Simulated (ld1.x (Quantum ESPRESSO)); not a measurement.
# scandium (Sc): TM pseudisation with LDA (PZ), non-relativistic reference atom.

The input file (ld1.x (Quantum ESPRESSO) 7.5):

```
&input
   title='Sc', zed=21., rel=0, dft='PZ', iswitch=3,
   config='[Ar] 3d1.5 4s1.5 4p0',
   nld=3, rlderiv=2.15, eminld=-6.0, emaxld=5.0, deld=0.02
 /
 &inputp
   pseudotype=2, tm=.true., lloc=1,
   nlcc=.false.,
   file_pseudopw='Sc.UPF', file_wfcaegen='ae.wfc', file_wfcncgen='nc.wfc', file_beta='beta', file_chi='chi'
 /
3
3S  1  0   2.00   0.00  1.20  1.20  0.0
3D  3  2   1.50   0.00  1.95  1.95  0.0
3P  2  1   6.00   0.00  1.55  1.55  0.0
 &test
   configts(1)='3s2 3p6 3d1.5 4s1.5 4p0'
 /
```

Command:

```bash
ld1.x < Sc.in > Sc.out
```

The program printed (shortened: banner, matrices, multipoles, cross overlaps and the repeated all-electron block are left out):

```
Program LD1 v.7.5
     --------------------------- All-electron run ----------------------------

     Sc

     atomic number is 21.00
     dft =PZ   lsd =0 sic =0 latt =0  beta=0.20 tr2=1.0E-14
     Exchange-correlation= PZ
                           (   1   1   0   0   0   0   0)
     mesh =1173 r(mesh) = 100.03074 a.u. xmin = -7.00 dx = 0.01250
     1 Ry =  13.60569312 eV

     n l     nl                  e(Ry)          e(Ha)          e(eV)
     1 0     1S 1( 2.00)      -320.2414      -160.1207     -4357.1067
     2 0     2S 1( 2.00)       -34.2607       -17.1304      -466.1412
     2 1     2P 1( 6.00)       -28.3303       -14.1652      -385.4540
     3 0     3S 1( 2.00)        -3.8448        -1.9224       -52.3110
     3 1     3P 1( 6.00)        -2.3407        -1.1703       -31.8463
     3 2     3D 1( 1.50)        -0.1718        -0.0859        -2.3375
     4 0     4S 1( 1.50)        -0.2851        -0.1426        -3.8792
     4 1     4P 1( 0.00)        -0.0986        -0.0493        -1.3419

     final scf error:  7.1E-15 reached in  33 iterations

     Etot =   -1517.296163 Ry,    -758.648081 Ha,  -20643.865967 eV

     Ekin =    1514.997949 Ry,     757.498975 Ha,   20612.597180 eV
     Encl =   -3598.131716 Ry,   -1799.065858 Ha,  -48955.075942 eV
     Eh   =     639.768541 Ry,     319.884270 Ha,    8704.494438 eV
     Exc  =     -73.930937 Ry,     -36.965469 Ha,   -1005.881643 eV

     normalization and overlap integrals

     s(1S/1S) =  1.000000  <r> =   0.0738  <r2> =    0.0073  r(max) =   0.0482
     s(2S/2S) =  1.000000  <r> =   0.3471  <r2> =    0.1425  r(max) =   0.2881
     s(2P/2P) =  1.000000  <r> =   0.3091  <r2> =    0.1180  r(max) =   0.2329
     s(3S/3S) =  1.000000  <r> =   1.0882  <r2> =    1.3691  r(max) =   0.9328
     s(3P/3P) =  1.000000  <r> =   1.1811  <r2> =    1.6506  r(max) =   0.9685
     s(3D/3D) =  1.000000  <r> =   2.0509  <r2> =    5.9683  r(max) =   1.1252
     s(4S/4S) =  1.000000  <r> =   3.8362  <r2> =   16.9841  r(max) =   3.1755
     s(4P/4P) =  1.000000  <r> =   5.2661  <r2> =   32.5022  r(max) =   4.2333

     ------------------------ End of All-electron run ------------------------

     --------------------- Generating NC pseudopotential ---------------------

      Generating local pot.: lloc=1, matching radius rcloc =   1.5500

      Wfc   3S  rcut= 1.198  Using Troullier-Martins method

      Wfc   3D  rcut= 1.926  Using Troullier-Martins method

     ------------------- End of pseudopotential generation -------------------

     Computing logarithmic derivative in   2.14202
     Computing logarithmic derivative in   2.14202
     Computing the partial wave expansion
     R is outside the sphere for l=    0 j= 0.00
       no projector for channel:   1
     R is outside the sphere for l=    2 j= 0.00

     ---------------------- Testing the pseudopotential ----------------------

     Sc

     atomic number is 21.00   valence charge is 11.00
     dft =PZ   lsd =0 sic =0 latt =0  beta=0.20 tr2=1.0E-14
     mesh =1173 r(mesh) = 100.03074 xmin = -7.00 dx = 0.01250

     n l     nl             e AE (Ry)        e PS (Ry)    De AE-PS (Ry)
     1 0     3S   1( 2.00)       -3.84479       -3.84479        0.00000
     2 1     3P   1( 6.00)       -2.34066       -2.34066        0.00000
     3 2     3D   1( 1.50)       -0.17181       -0.17181       -0.00000
     2 0     4S   1( 1.50)       -0.28511       -0.28929        0.00418
     3 1     4P   1( 0.00)       -0.09863       -0.09932        0.00070

     eps = 3.9E-15  iter = 16

     Etot =   -1517.296163 Ry,    -758.648081 Ha,  -20643.865967 eV
     Etotps =   -92.679202 Ry,     -46.339601 Ha,   -1260.964783 eV

     Ekin =      35.883131 Ry,      17.941566 Ha,     488.214873 eV
     Encl =    -192.105375 Ry,     -96.052688 Ha,   -2613.726782 eV
     Ehrt =      73.892245 Ry,      36.946123 Ha,    1005.355214 eV
     Ecxc =     -11.693105 Ry,      -5.846552 Ha,    -159.092795 eV
     Epseu=       1.343901 Ry,       0.671951 Ha,      18.284707 eV

     ---------------------- End of pseudopotential test ----------------------
```

Generation and configuration tests took about 1.8 s on one core of a shared server CPU.
